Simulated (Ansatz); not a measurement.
C2F4O (SMILES O=C(F)C(F)(F)F): methods side by side

The species is C2F4O (7 atoms), meant as a singlet with charge 0. As SMILES, `O=C(F)C(F)(F)F`. Geometry: optimised at wB97X-V/def2-SVP.

```xyz
7

O     1.0654   -1.3966    0.7008
C     0.0885   -0.7961    0.4340
F    -1.1394   -1.1976    0.7385
C     0.0179    0.5518   -0.3064
F    -0.7007    0.4153   -1.4196
F    -0.5672    1.4609    0.4719
F     1.2355    0.9623   -0.6192
```

Each level gives the dissociation energy of the C2–O1 bond into singlet C2F4 and triplet O (shapes relaxed at wB97X-V/def2-SVP, no zero-point term) (eV). The values are calculated.

```
             level                    kind  program  value (eV)  less CCSD(T)/def2-SVP
       HF/def2-SVP            Hartree–Fock   Ansatz        5.63                  -2.13
      PBE/def2-SVP                     GGA   Ansatz        8.68                  +0.92
   r2SCAN/def2-SVP                meta-GGA   Ansatz        8.39                  +0.63
  PBE0-D4/def2-SVP           global hybrid   Ansatz        8.31                  +0.55
CAM-B3LYP/def2-SVP  range-separated hybrid   Ansatz        8.23                  +0.47
   B2PLYP/def2-SVP           double hybrid   Ansatz        8.12                  +0.36
  RPA@PBE/def2-SVP                     RPA   Ansatz        7.27                  -0.49
  CCSD(T)/def2-SVP   coupled cluster or CI   Ansatz        7.76                   0.00
```

Differences are taken from CCSD(T)/def2-SVP for orientation; it has basis-set and higher-order errors of its own. The values span 5.63 to 8.68 eV. Hartree–Fock misses the correlation of the electron pair that is broken and comes out low. A fragment with an even electron count was run as a singlet and may have a lower triplet. Measured bond enthalpies also hold zero-point and thermal terms, a few tenths of an eV less.
